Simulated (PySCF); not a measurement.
Choosing a molecule for a target property.

All species are isolated and taken at one optimised geometry, non-relativistic unless stated. Electronic properties by PySCF.

The conformers computed, where there is a choice (atom-mapped SMILES and torsion angles):
- `[CH3:1][CH2:2][O:3][B:4]([Cl:5])[O:6][CH2:7][CH3:8]`: C1–C2–O3–B4 87°, C2–O3–B4–Cl5 2°, O3–B4–O6–C7 -1°, B4–O6–C7–C8 -85°

The conformers of `C[C@@H]1CC[SiH2][SiH2]1` and `C=C(C)[C@H]1CC[CH2][AlH]1` aren't listed.

(1) Wanted: HOMO energy between -8 eV and -7.3 eV (B3LYP/def2-SVPD) and lowest singlet excitation above 5 eV (TDDFT B3LYP/def2-SVPD), at PBE0-D3(BJ)/def2-SVP geometries. Which candidate meets both?
A. `[CH3][GeH2][CH]=C`
B. `ClB(OCC)OCC`
C. `C=C(C)[C@H]1CC[CH2][AlH]1`
D. `C1[C@@H](C)[SiH2][SiH2]C1`

## Answers

(1) A. Computed values:
| species | HOMO energy | lowest singlet excitation |
| --- | --- | --- |
| ClB(OCC)OCC | -8.30 eV | 7.58 eV |
| [CH3][GeH2][CH]=C | -7.53 eV | 6.48 eV |
| C1[C@@H](C)[SiH2][SiH2]C1 | -7.14 eV | 6.14 eV |
| C=C(C)[C@H]1CC[CH2][AlH]1 | -5.96 eV | 3.79 eV |
